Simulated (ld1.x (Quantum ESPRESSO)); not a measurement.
**Ne: one change to an RRKJ potential, before and after**

* Element: neon
* Generator: ld1.x (Quantum ESPRESSO) 7.5
* Type: norm-conserving RRKJ (Kleinman–Bylander form)
* Functional: LDA (PZ)
* Relativity: scalar-relativistic
* Frozen core: [He]
* Valence charge: 8
* Reference configuration: 2s2 2p6
* Partial waves: 2s (bound): rc 0.60 bohr; 2p (bound): rc 1.00 bohr
* Local potential: the p channel
* Core correction: Bessel-smoothed model core inside 0.45 bohr
* rho0: 0.005

All-electron outer shells of the reference configuration (LDA (PZ), scalar-relativistic, ld1.x):

```csv
shell,level (eV),outermost node (bohr),outermost maximum (bohr)
1s,-825.81,–,0.10
2s,-36.11,0.22,0.69
2p,-13.53,–,0.62
```

Change: local potential the s channel.

Cutoffs: the cutoffs (Ry, on a coarse ladder) from which the occupation-weighted sum of valence levels, in a spherical-Bessel basis at the reference potential, stays within 10 and 1 mRy of its value at 400 Ry; they do not see the model core or the augmentation charge, which bear on the density cutoff. Errors are all-electron minus pseudo energies relative to the spin-unpolarised reference configuration.

Predict the effect on cutoff, ghosts and configuration errors.

Of the 8 tests that both files solve, the error grows in 5 and shrinks in 3 by more than 15 % and 0.3 meV (median size 15.9 → 31.7 meV); neither file shows a bound ghost.

```tsv
quantity	base	changed
cutoff, loose	260 Ry	200 Ry
cutoff, tight	over 300 Ry	over 300 Ry
loose cutoff by channel (10 mRy a level)	s 230 Ry, p 110 Ry	p 100 Ry, s 120 Ry
bound ghosts	none	none
error for 2s2 2p5, meV [ΔE 22.65 eV]	-10	+2.2
error for 2s2 2p4, meV [ΔE 66.06 eV]	-20	+50
error for 2s2 2p3, meV [ΔE 133.58 eV]	+55	+263
error for 2s2 2p2, meV [ΔE 228.27 eV]	+410	+866
error for 2s2 2p5.5, meV [ΔE 8.96 eV]	-3.0	-0.5
error for 2s1 2p6, meV [ΔE 45.56 eV]	-11	-7.5
error for 2s2 2p5 (spin-polarised), meV [ΔE 22.18 eV]	+0.9	+13
error for 2s2 2p4 (spin-polarised), meV [ΔE 63.80 eV]	+31	+101
s: phases at 1.09 bohr within 0.05 rad from the reference energy up to (Ry; the scan ends near 5)	to the end of the scan	to the end of the scan
p: phases at 1.09 bohr within 0.05 rad from the reference energy up to (Ry; the scan ends near 5)	to the end of the scan	to the end of the scan
```
